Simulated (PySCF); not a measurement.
CHO₂ (SMILES O=C[O-]), charge -1, singlet, at a GFN2-xTB geometry (in this run its highest filled SCF level lies above zero, so its values depend strongly on the basis, on diffuse functions most of all); TPSS/6-31G (PySCF).

Here is a job for PySCF.
```python
from pyscf import gto, scf, dft

mol = gto.Mole()
mol.atom = '''
    O    -1.03999170   -0.46775065   -0.00405004
    C    -0.07158051    0.29026371    0.00151333
    O     1.13823216    0.06937908    0.00197307
    H    -0.35644062    1.44539027    0.00753576
'''
mol.basis = '6-31g'
mol.charge = -1
mol.verbose = 4
mol.build()

mf = dft.RKS(mol)
mf.xc = 'tpss'
mf.kernel()
mf.analyze()
```

Output, abridged:

```
PySCF version 2.14.0

[INPUT] verbose = 4
[INPUT] num. atoms = 4
[INPUT] num. electrons = 24
[INPUT] charge = -1
[INPUT] spin (= nelec alpha-beta = 2S) = 0
[INPUT] symmetry False subgroup None
[INPUT] Mole.unit = angstrom
[INPUT] Symbol           X                Y                Z      unit          X                Y                Z       unit  Magmom
[...]
nuclear repulsion = 63.2400660179477
number of shells = 17
number of NR pGTOs = 70
number of NR cGTOs = 29
basis = 6-31g
ecp = {}

******** <class 'pyscf.dft.rks.RKS'> ********
method = RKS
initial guess = minao
damping factor = 0
level_shift factor = 0
DIIS = <class 'pyscf.scf.diis.CDIIS'>
diis_start_cycle = 1
diis_space = 8
diis_damp = 0
SCF conv_tol = 1e-09
SCF conv_tol_grad = None
SCF max_cycles = 50
direct_scf = True
direct_scf_tol = 1e-13
XC library pyscf.dft.libxc version 7.1.2
    S. Lehtola, C. Steigemann, M. J. T. Oliveira, and M. A. L. Marques,  SoftwareX 7, 1–5 (2018)
XC functionals = tpss
    J. Tao, J. P. Perdew, V. N. Staroverov, and G. E. Scuseria,  Phys. Rev. Lett. 91, 146401 (2003)
    J. P. Perdew, J. Tao, V. N. Staroverov, and G. E. Scuseria,  J. Chem. Phys. 120, 6898 (2004)
    J. Tao, J. P. Perdew, V. N. Staroverov, and G. E. Scuseria,  Phys. Rev. Lett. 91, 146401 (2003)
    J. P. Perdew, J. Tao, V. N. Staroverov, and G. E. Scuseria,  J. Chem. Phys. 120, 6898 (2004)
radial grids:
    Treutler-Ahlrichs [JCP 102, 346 (1995); DOI:10.1063/1.469408] (M4) radial grids

becke partition: Becke, JCP 88, 2547 (1988); DOI:10.1063/1.454033
pruning grids: <function nwchem_prune>
grids dens level: 3
symmetrized grids: False
atomic radii adjust function: <function treutler_atomic_radii_adjust>
small_rho_cutoff = 0
Set gradient conv threshold to 3.16228e-05
Initial guess from minao.
tot grids = 52096
init E= -189.493088732428
[...]
cycle= 1 E= -188.868321536776  delta_E= 0.625  |g|= 1.16  |ddm|= 2.28
[...]
cycle= 2 E= -187.918931405453  delta_E= 0.949  |g|= 2.38  |ddm|= 5.22
[...]
cycle= 3 E= -189.130687881017  delta_E= -1.21  |g|= 0.135  |ddm|= 4.52
[...]
cycle= 4 E= -189.135218477921  delta_E= -0.00453  |g|= 0.0657  |ddm|= 0.241
[...]
cycle= 5 E= -189.136322134621  delta_E= -0.0011  |g|= 0.0141  |ddm|= 0.106
[...]
cycle= 6 E= -189.136394189442  delta_E= -7.21e-05  |g|= 0.000757  |ddm|= 0.0379
[...]
cycle= 7 E= -189.136394256633  delta_E= -6.72e-08  |g|= 0.000509  |ddm|= 0.00101
[...]
cycle= 8 E= -189.136394308825  delta_E= -5.22e-08  |g|= 8.49e-05  |ddm|= 0.000522
[...]
cycle= 9 E= -189.136394310527  delta_E= -1.7e-09  |g|= 2.72e-06  |ddm|= 0.000138
[...]
cycle= 10 E= -189.136394310528  delta_E= -1.31e-12  |g|= 1.43e-07  |ddm|= 2.86e-06
[...]
Extra cycle  E= -189.136394310528  delta_E= 8.53e-14  |g|= 3e-07  |ddm|= 5.07e-07
converged SCF energy = -189.136394310528
**** SCF Summaries ****
Total Energy =                        -189.136394310528374
Nuclear Repulsion Energy =              63.240066017947733
One-electron Energy =                 -390.899582295732216
Two-electron Energy =                  138.523121967256117
Two-electron Coulomb Energy =          161.817008956565559
DFT Exchange-Correlation Energy =      -23.293886989309435
HOMO-LUMO gap [eV] =                     6.034651385291798
**** MO energy ****
[...]
 ** Mulliken pop on meta-lowdin orthogonal AOs  **
 ** Mulliken pop  **
[...]
 ** Mulliken atomic charges  **
charge of    0O =     -0.58993
charge of    1C =      0.27552
charge of    2O =     -0.58993
charge of    3H =     -0.09566

WARN: System has nonzero charge -1; the dipole moment is origin-dependent.
Location of origin: [0. 0. 0.]

Dipole moment(X, Y, Z, Debye): -0.14757,  0.59837,  0.00312
```
